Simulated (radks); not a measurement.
The numbers below are computed, except where a source is named.
Question: These are the eigenvalues of the occupied orbitals of an atom or ion with whole-number occupations (eV). Code: a radial shooting solver on a logarithmic mesh with Libxc functionals. Model: Dirac Kohn-Sham, PBE, spin-unpolarised, spherical densities, finite nucleus; Fermi nuclear charge, rms radius of each element as measured or else 0.836 A^(1/3) + 0.57 fm.

| orbital | eigenvalue |
|---|---|
| 1s1/2 | -7181.417 |
| 2s1/2 | -1004.524 |
| 2p1/2 | -891.8707 |
| 2p3/2 | -879.3613 |
| 3s1/2 | -255.8700 |
| 3p1/2 | -221.5243 |
| 3p3/2 | -219.5422 |
| 3d3/2 | -164.8215 |

Which element is it, and in what charge state? The configuration may be excited.

Answer: Z = 26, iron, charge +8: Fe8+ in [Ne] 3s2 3p(1/2: 2, 3/2: 3) 3d(3/2: 1, 5/2: 0). The list shows which subshells hold electrons but not how many an open one holds; the 1s level, -263.91 hartree, gives Z - s = 23.0 by -(Z - s)^2/2, which with screening and relativity narrows Z to a few neighbours, and the depths of the outer levels then fix element, charge and occupations together.
